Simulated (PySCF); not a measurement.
B(Me)(OMe)(SH) (C2H7BOS), SMILES COB(C)S.

The structure is a stationary point at B3LYP-D3(BJ)/def2-SVP. This is a generated structure with no PubChem entry under its InChIKey; it may be hypothetical. One conformer was computed; it need not be the lowest.

These are PySCF with PBE/def2-TZVP values and carry that method's errors.

Symmetry labels are those of the subgroup Cs that the program uses (full group Cs).

Computed valence orbital energies around the gap with their symmetry:
| orbital | symmetry | energy (eV) |
|---|---|---|
| HOMO−7 | A' | -10.25 |
| HOMO−6 | A' | -9.74 |
| HOMO−5 | A" | -9.69 |
| HOMO−4 | A' | -8.96 |
| HOMO−3 | A' | -8.21 |
| HOMO−2 | A" | -7.66 |
| HOMO−1 | A' | -6.96 |
| HOMO | A" | -6.33 |
| LUMO | A" | -0.59 |
| LUMO+1 | A' | -0.39 |
| LUMO+2 | A' | 0.52 |
| LUMO+3 | A' | 1.00 |
